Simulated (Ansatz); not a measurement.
One geometry of Te2Pb, several levels of theory.

```yaml
crystal:
  periodic: [false, false, false]
  atoms:
    - {symbol: Pb, position_ang: [-0.457243, -1.116814, 1.114205]}
    - {symbol: Te, position_ang: [-0.127824, -0.336574, -1.600458]}
    - {symbol: Te, position_ang: [0.585066, 1.453389, 0.486253]}
basis:
  gaussian: {orbitals: def2-TZVP, initial_orbitals: start.molden}
hamiltonian: {xc: {name: B3LYP}, dispersion: d4}
scf: {omitted_lower_state_checks: [starts]}
output: {orbitals: {seedname: orbitals}}
```

The file start.molden holds the orbitals of an earlier run on this structure, at another level or in another basis.

```sh
$ ansatz run in.yaml --threads 4 --pin off --events-out ev --progress --plain --max-ram 3916MiB
```

Output, abridged:

```
Functional definition: B3LYP
1276 factors; their error is unknown
mean field evaluation 1: about -19844.3201 eV, gradient 5.9e0 eV
mean field evaluation 2: about -19844.3594 eV, gradient 5.3e-2 eV
mean field evaluation 4: about -19844.5761 eV, gradient 4.7e-4 eV
mean field evaluation 8: about -19844.5761 eV, gradient 1.0e-5 eV
mean field -19844.57610614 eV, -729.2747207637 hartree, gradient 1.0e-5 eV, S^2 0.000000; 0 other end points of the search recorded, 0 dependent functions left out
reference -19844.57631000 eV, -729.2747282555 hartree; 35, 35 occupied and 115, 115 virtual orbitals, 1276 factors
Total energy: -19844.85655908 eV, -729.2850272192 hartree
Checks for a lower state left out: starts
```

Run time 2.2 s (4 threads of Arm Neoverse V1 on a shared host).

First input, but with `hamiltonian: {xc: pbe}`, `correlation: {method: rpa}` and without the key `output` (abridged; 3.5 s):

```
Functional definition: PBE
mean field -19838.66669716 eV, -729.0575539892 hartree, gradient 2.9e-6 eV, S^2 0.000000
12 core orbitals not correlated: weight in the atoms' cores, before any rotation towards them, 1.000 or more for the frozen orbitals, at most 0.000 for the correlated occupied ones
Total energy: -19796.79657850 eV, -727.5188555092 hartree
Checks for a lower state left out: starts
```

The first input with `gaussian: {orbitals: def2-SVP, initial_orbitals: start.molden}`, `hamiltonian: {xc: pbe, dispersion: d4}` (abridged; 0.6 s):

```
Functional definition: PBE
mean field -19837.87194618 eV, -729.0283474296 hartree, gradient 1.2e-5 eV, S^2 0.000000
Total energy: -19838.03832376 eV, -729.0344616927 hartree
Checks for a lower state left out: starts
```

As the first input, with `gaussian: {orbitals: def2-TZVPD, initial_orbitals: start.molden}`, `hamiltonian: {xc: r2scan, dispersion: d4}` (abridged; 3.4 s):

```
Functional definition: r2SCAN
mean field -19846.17154340 eV, -729.3333520017 hartree, gradient 2.3e-5 eV, S^2 0.000000
Total energy: -19846.19849120 eV, -729.3343423152 hartree
Checks for a lower state left out: starts
```

The first input with `gaussian: {orbitals: def2-TZVPP, initial_orbitals: start.molden}`, `correlation: {method: ccsd_t}` and without the key `hamiltonian` (abridged; 9 s):

```
Functional definition: HF
mean field evaluation 16: about -19747.9560 eV, gradient 8.8e-1 eV
mean field evaluation 32: about -19745.2035 eV, gradient 1.6e1 eV
mean field -19753.83502102 eV, -725.9400473922 hartree, gradient 7.0e-6 eV, S^2 0.000000
12 core orbitals not correlated: weight in the atoms' cores, before any rotation towards them, 1.000 or more for the frozen orbitals, at most 0.000 for the correlated occupied ones
second order -35.68470761 eV of doubles, -0.00000000 eV of singles
cycle   1  -32.15008580 eV  change     3.5e0 eV  update   1.6e-1
cycle   2  -33.11907809 eV  change   -9.7e-1 eV  update   5.3e-2
cycle   3  -33.29232342 eV  change   -1.7e-1 eV  update   2.7e-2
cycle   4  -33.23631753 eV  change    5.6e-2 eV  update   1.0e-2
cycle   5  -33.22361769 eV  change    1.3e-2 eV  update   6.1e-3
cycle   6  -33.23255106 eV  change   -8.9e-3 eV  update   2.2e-3
cycle   7  -33.23207991 eV  change    4.7e-4 eV  update   8.4e-4
cycle   8  -33.23138155 eV  change    7.0e-4 eV  update   2.8e-4
cycle   9  -33.23160284 eV  change   -2.2e-4 eV  update   1.1e-4
cycle  10  -33.23158032 eV  change    2.3e-5 eV  update   4.6e-5
perturbative correction -1.01337556 eV, -0.0372408649 hartree
Total energy: -19788.07997690 eV, -727.1985263087 hartree
Checks for a lower state left out: starts
```

The first input with `hamiltonian: {xc: lda}` (abridged; 0.7 s):

```
Functional definition: SPW92
mean field -19810.29237317 eV, -728.0148168154 hartree, gradient 2.0e-5 eV, S^2 0.000000
Total energy: -19810.29240532 eV, -728.0148179970 hartree
Checks for a lower state left out: starts
```

The first input with `gaussian: {orbitals: def2-SVP, initial_orbitals: start.molden}`, `hamiltonian: {xc: pbe0, dispersion: d4}` (abridged; 1.1 s):

```
Functional definition: PBE0
mean field -19837.86676080 eV, -729.0281568704 hartree, gradient 3.7e-5 eV, S^2 0.000000
Total energy: -19838.00840465 eV, -729.0333621858 hartree
Checks for a lower state left out: starts
```

Geometry: r2SCAN-D4/def2-SVP.

In the def2 sets Pb, Te take a core potential; there is no spin–orbit coupling. B3LYP takes the VWN-RPA correlation. Correlated methods freeze 12 core orbitals; core or outer-core shells of Pb, Te are correlated, in sets that lack core-valence functions. The structure comes from a short search, and lower isomers may exist.
